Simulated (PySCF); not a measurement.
Isomers of C4H7F3SSi, mass 171.999 u with the commonest isotopes. The calculation used PBE0/pcSseg-1 in PySCF (dipole) on a GFN2-xTB geometry, gas phase. One conformer each, none proved a minimum here; rigid rotors.

Task: Order these by rotational constant C, smallest first.
A. `[CH2:1]=[C:2]([CH2:3][C:4]([F:5])([F:6])[F:7])[S:8][SiH3:9]` with C1–C2–C3–C4 -80°, C1–C2–S8–Si9 25°
B. `[F:1][C:2]([F:3])([F:4])[S:5][C@@H:6]1[CH2:7][CH2:8][SiH2:9]1` with C2–S5–C6–C7 84°, S5–C6–C7–C8 -149°, C6–C7–C8–Si9 17°, C7–C8–Si9–C6 -13°, S5–C6–Si9–C8 139°
C. `[F:1][C:2]([F:3])([F:4])[SiH2:5][S:6][CH:7]1[CH2:8][CH2:9]1` with C2–Si5–S6–C7 31°, Si5–S6–C7–C8 72°

Result: A (585.8 MHz), C (673.5 MHz), B (759.3 MHz).

Task: Order these by rotational constant A, smallest first.
A. `[CH2:1]=[C:2]([CH2:3][C:4]([F:5])([F:6])[F:7])[S:8][SiH3:9]` with C1–C2–C3–C4 -80°, C1–C2–S8–Si9 25°
B. `[F:1][C:2]([F:3])([F:4])[SiH2:5][S:6][CH:7]1[CH2:8][CH2:9]1` with C2–Si5–S6–C7 31°, Si5–S6–C7–C8 72°
C. `[F:1][C:2]([F:3])([F:4])[S:5][C@@H:6]1[CH2:7][CH2:8][SiH2:9]1` with C2–S5–C6–C7 84°, S5–C6–C7–C8 -149°, C6–C7–C8–Si9 17°, C7–C8–Si9–C6 -13°, S5–C6–Si9–C8 139°

Result: B (1879 MHz), C (2056 MHz), A (2337 MHz).

Task: Order these by dipole moment, largest first.
A. `[CH2:1]=[C:2]([CH2:3][C:4]([F:5])([F:6])[F:7])[S:8][SiH3:9]` with C1–C2–C3–C4 -80°, C1–C2–S8–Si9 25°
B. `[F:1][C:2]([F:3])([F:4])[S:5][C@@H:6]1[CH2:7][CH2:8][SiH2:9]1` with C2–S5–C6–C7 84°, S5–C6–C7–C8 -149°, C6–C7–C8–Si9 17°, C7–C8–Si9–C6 -13°, S5–C6–Si9–C8 139°
C. `[F:1][C:2]([F:3])([F:4])[SiH2:5][S:6][CH:7]1[CH2:8][CH2:9]1` with C2–Si5–S6–C7 31°, Si5–S6–C7–C8 72°

Result: B (2.71 D), A (2.27 D), C (1.57 D).

```csv
SMILES,point group,Ia (u·Å²),Ib (u·Å²),Ic (u·Å²),κ,μa (D),μb (D),μc (D)
C=C(CC(F)(F)F)S[SiH3],C1,216.29,834.37,862.72,-0.98,1.78,1.35,0.43
FC(F)(F)S[C@@H]1CC[SiH2]1,C1,245.83,608.22,665.54,-0.89,2.71,0.07,0.11
FC(F)(F)[SiH2]SC1CC1,C1,268.97,630.04,750.38,-0.79,1.21,0.10,0.99
```
